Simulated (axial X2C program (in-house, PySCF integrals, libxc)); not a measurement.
# Worked dissociation energy of CaP⁺: PBE50, spin-free

Calculated with an axial X2C code built on PySCF integrals. Spin-free means the one-electron spin-free X2C Hamiltonian. Basis: Ca dyall-cv3z [11s12p6d4f], P dyall-v3z [8s7p2d1f] (cores contracted in-house); Gaussian nuclei, density fitting, unrestricted open shells. Masses: Ca 39.963 u, P 30.974 u.

Molecular state: M_S = 1, Λ = 0 (beyond evenly filled blocks: π+α, π-α).

* E(Ca+) (2M_S = 1, M_L = 0): -680.107359 hartree
* E(P) (2M_S = 3, M_L = 0): -341.999580 hartree
* E(CaP⁺) at Re: -1022.162022 hartree
* ωe: 337.9 cm⁻¹
* ωexe: 1.28 cm⁻¹

Problem. Work out De and D0.

Solution. De = -680.107359 + (-341.999580) − (-1022.162022) = 0.05508 hartree = 1.499 eV. The zero-point energy is ωe/2 − ωexe/4 = 169 cm⁻¹ = 0.021 eV, so D0 = 1.478 eV.

Occupations by symmetry block were frozen at the best pattern of an incomplete PBE0 search. Dissociation energies refer to the lowest single-determinant-based atoms at the same level and basis. PBE0 can misorder states that lie within some tenths of an eV, so this need not be the ground state of the molecule. The nearest other spin-free determinant of the search, M_S = 0, Λ = 2, lies 0.94 eV up at the distance of the search. The determinant is spin-polarised beyond a pure state at some levels (its spin-free form has ⟨S²⟩ too high), which makes Re and μ there less reliable.

Each atomic determinant is the lowest at this level and need not be a pure term. Totals compare only within one Hamiltonian and basis.
